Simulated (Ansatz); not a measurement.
Input for Ansatz (an electronic-structure program): U-CCSD(T)/cc-pV(T+d)Z on Al2, 2S+1 = 3, a point of a bond scan (R = 3.031 Å). Files ending in .json are basis or fitting sets from the Basis Set Exchange.

Ansatz 0.2 input:
```yaml
crystal:
  periodic: [false, false, false]
  atoms:
    - {symbol: Al, position_ang: [-0.00000000, -0.00000000, -1.37770259]}
    - {symbol: Al, position_ang: [0.00000000, 0.00000000, 1.65324311]}
basis:
  gaussian:
    orbitals: cc-pV_T+d_Z.json
magnetization: {spin_polarized: true, initial_magnetization: 2}
correlation: {method: ccsd_t, electrons: outside_noble_gas}
scf: {omitted_lower_state_checks: [cluster_reference]}
```

Program output:

```
WARN ansatz: RAYON_NUM_THREADS=1 ignored (pool sized by the plan → 1); use --threads N
Functional definition: HF
these checks for a lower state are left out or cut short: cluster_reference
integrals: 0.08 GiB planned
489 factors; integrals over basis functions are off by at most 7.4e-4 eV
mean field: 0.16 GiB planned
mean field evaluation 1: about -13164.0132 eV, gradient 3.6e0 eV
mean field evaluation 2: about -13164.0524 eV, gradient 3.7e0 eV
mean field evaluation 4: about -13164.4201 eV, gradient 3.6e-1 eV
mean field evaluation 8: about -13164.4285 eV, gradient 5.8e-4 eV
mean field evaluation 16: about -13164.1070 eV, gradient 3.6e0 eV
mean field evaluation 32: about -13163.8291 eV, gradient 9.4e-2 eV
mean field evaluation 64: about -13164.4284 eV, gradient 6.0e-2 eV
mean field evaluation 96: about -13164.4054 eV, gradient 3.9e-1 eV
mean field evaluation 128: about -13164.0450 eV, gradient 3.7e0 eV
mean field -13164.42861035 eV, -483.7838282601 hartree, gradient 3.7e-6 eV, S^2 2.040220; 14 other end points of the search recorded, 0 dependent functions left out
10 core orbitals not correlated
reference -13164.42861035 eV, -483.7838282601 hartree; 4, 2 occupied and 64, 66 virtual orbitals, 489 factors
second order -2.44261198 eV of doubles, -0.00000000 eV of singles
coupled cluster: 0.20 GiB planned
cycle   1  -2.92584797 eV  change   -4.8e-1 eV  update   8.7e-2
cycle   2  -3.17699904 eV  change   -2.5e-1 eV  update   3.9e-2
cycle   3  -3.20235860 eV  change   -2.5e-2 eV  update   1.1e-2
cycle   4  -3.20581646 eV  change   -3.5e-3 eV  update   3.8e-3
cycle   5  -3.20616444 eV  change   -3.5e-4 eV  update   1.5e-3
cycle   6  -3.20577008 eV  change    3.9e-4 eV  update   4.9e-4
cycle   7  -3.20585507 eV  change   -8.5e-5 eV  update   1.8e-4
cycle   8  -3.20590547 eV  change   -5.0e-5 eV  update   7.1e-5
cycle   9  -3.20586991 eV  change    3.6e-5 eV  update   2.7e-5
cycle  10  -3.20586856 eV  change    1.4e-6 eV  update   1.1e-5
cycle  11  -3.20586866 eV  change   -1.0e-7 eV  update   4.4e-6
perturbative correction -0.17225036 eV, -0.0063300840 hartree
Total energy: -13167.80672937 eV, -483.9079718443 hartree
Checks for a lower state left out: cluster_reference
```

The run converged.

Cost: roughly 8 core-seconds.
